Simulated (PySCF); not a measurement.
Polarisability and C₆ of P²⁺ (phosphorus, charge +2)

[Ne] 3s2 3p1, 2P determinant. All numbers are calculated (PySCF 2.14, the spin-free X2C one-electron Hamiltonian (Gaussian nucleus), in dyall-av3z (19s12p3d2f, 84 functions)). Coupled (time-dependent) response in atomic units; α is the mean over directions.

```json
{"method": "UHF", "mean α (bohr³)": "9.480", "α xx, yy, zz": "9.703, 9.034, 9.703", "C₆ (like pair)": "34.66", "S(−4)": "39.09"}
{"method": "PBE", "mean α (bohr³)": "9.111", "α xx, yy, zz": "9.266, 8.802, 9.266", "C₆ (like pair)": "32.67", "S(−4)": "35.14"}
{"method": "PBE0", "mean α (bohr³)": "9.180", "α xx, yy, zz": "9.365, 8.810, 9.365", "C₆ (like pair)": "33.05", "S(−4)": "35.74"}
{"method": "B3LYP", "mean α (bohr³)": "9.066", "α xx, yy, zz": "9.217, 8.765, 9.217", "C₆ (like pair)": "32.44", "S(−4)": "34.71"}
{"method": "LC-wPBE", "mean α (bohr³)": "9.189", "α xx, yy, zz": "9.387, 8.792, 9.387", "C₆ (like pair)": "33.00", "S(−4)": "36.26"}
```

S(−4) is the Cauchy moment in α(ω) = α(0) + S(−4) ω² + …

α(iu) at LC-wPBE:

| u (hartree) | α(iu) (bohr³) |
| --- | --- |
| 0 | 9.189 |
| 0.0500 | 9.099 |
| 0.100 | 8.842 |
| 0.200 | 7.953 |
| 0.300 | 6.832 |
| 0.500 | 4.747 |
| 0.750 | 3.013 |
| 1.00 | 2.016 |
| 1.50 | 1.064 |
| 2.00 | 0.6587 |
| 3.00 | 0.3331 |
| 5.00 | 0.1432 |

For an ion, C₆ is the dispersion term alone; charge-induced terms of lower order in 1/R come first.

The components differ because the open shell of this determinant is not spherical; for a pure term their mean is the scalar polarisability.
